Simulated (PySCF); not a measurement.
PySCF job for BHClBr, SMILES ClBBr, PBE-D3(BJ)/def2-TZVP. Coordinates come from a PBE-D3(BJ)/def2-TZVP optimisation.

```python
import numpy as np
from pyscf import gto, scf, dft, df
from pyscf.hessian import thermo

mol = gto.M(
    atom='''
    B    -0.76049749    0.60555946    0.00000000
    H    -1.95164308    0.66622651    0.00000000
    Cl    0.18499963    2.06542525    0.00000000
    Br    0.07454677   -1.10875009    0.00000000
    ''',
    basis='def2-TZVP',
    charge=0,
    spin=0,
    max_memory=1600,
    verbose=3,
)
mf = dft.RKS(mol, xc='pbe').density_fit(auxbasis='def2-universal-jkfit')
mf.disp = 'd3bj'
mf.grids.level = 3
mf.conv_tol = 1e-11
mf.max_cycle = 100
mf.kernel()

# [left out here: the lines that compute and print the analytic Hessian (its translational invariance restored by hand, since the grid's response is missing), thermochemistry and intensities]
```

Program output:

```
converged SCF energy = -3059.27880424538

WARN: DFTD3 does not support analytical Hessian, using finite difference


WARN: Mole.unit (angstrom) is changed to Bohr

Mode                                 0                   1                   2
Irrep
Freq [cm^-1]                      227.9561            632.6839            729.3287
Reduced mass [au]                  24.1104              6.3877              1.4688
Force const [Dyne/A]                0.7382              1.5065              0.4603
Char temp [K]                     327.9781            910.2913           1049.3416
Normal mode                   x     y     z       x     y     z       x     y     z
       0   B                -0.10 -0.03 -0.00    0.24 -0.10  0.00    0.00  0.00 -0.18
       1   H                -0.10 -0.01  0.00    0.24 -0.16 -0.00    0.00 -0.00  0.81
       2  Cl                 0.02 -0.13  0.00   -0.03 -0.03 -0.00   -0.00 -0.00  0.02
       3  Br                 0.01  0.06  0.00   -0.02  0.03 -0.00   -0.00 -0.00  0.01
Mode                                 3                   4                   5
Irrep
Freq [cm^-1]                      851.3400           1030.2155           2638.4971
Reduced mass [au]                   3.3339              1.3598              1.0961
Force const [Dyne/A]                1.4237              0.8503              4.4958
Char temp [K]                    1224.8887           1482.2508           3796.2099
Normal mode                   x     y     z       x     y     z       x     y     z
       0   B                -0.08 -0.21 -0.00    0.01  0.16  0.00   -0.09  0.00  0.00
       1   H                -0.10 -0.48  0.00   -0.03 -0.84 -0.00    0.95 -0.05 -0.00
       2  Cl                 0.04  0.05  0.00    0.00 -0.02 -0.00    0.00  0.00 -0.00
       3  Br                -0.01  0.01  0.00   -0.00 -0.00 -0.00    0.00 -0.00 -0.00
temperature 298.1500 [K]
pressure 101325.00 [Pa]
Rotational constants [GHz] 43.18184 1.99480 1.90672
Symmetry number 1
Zero-point energy (ZPE) 0.01392 [Eh]   36546.044 [J/mol]
                           tot       elec      trans        rot        vib
Entropy [J/mol/K]       285.919      0.000    169.178    104.955     11.787
Cv [J/mol/K]             43.570      0.000     12.472     12.472     18.627
Cp [J/mol/K]             51.885      0.000     20.786     12.472     18.627
Internal energy [J/mol]                      3718.434   3718.434  38804.196
Internal energy [Eh]   -3059.26119  -3059.27880
Enthalpy [J/mol]                             6197.391   3718.434  38804.196
Enthalpy [Eh]          -3059.26025
Gibbs free energy [J/mol]                  -44243.000 -27573.810  35289.944
Gibbs free energy [Eh] -3059.29272
static polarisability / bohr^3: [[41.699 -0.599 -0.   ]
 [-0.6   65.145  0.   ]
 [-0.     0.    33.567]]
largest difference of analytic and finite-field dipole derivatives / e: 0.0007474367415407634
mode   freq/cm-1   IR/(km/mol)   Raman/(A^4/amu)   depolarisation
   1      227.96         0.131             3.718            0.437
   2      632.68        28.732            10.918            0.061
   3      729.33         4.059             0.320            0.750
   4      851.34       162.898             3.083            0.659
   5     1030.22       217.278             0.271            0.055
   6     2638.50        63.031           105.664            0.220
max |gradient| / (hartree/bohr): 6.580329289083891e-05
APT charges: [ 0.8909 -0.1442 -0.3999 -0.3468]
```

Self-consistency was reached.

Cost: about 2.7 core-minutes (a rough figure).
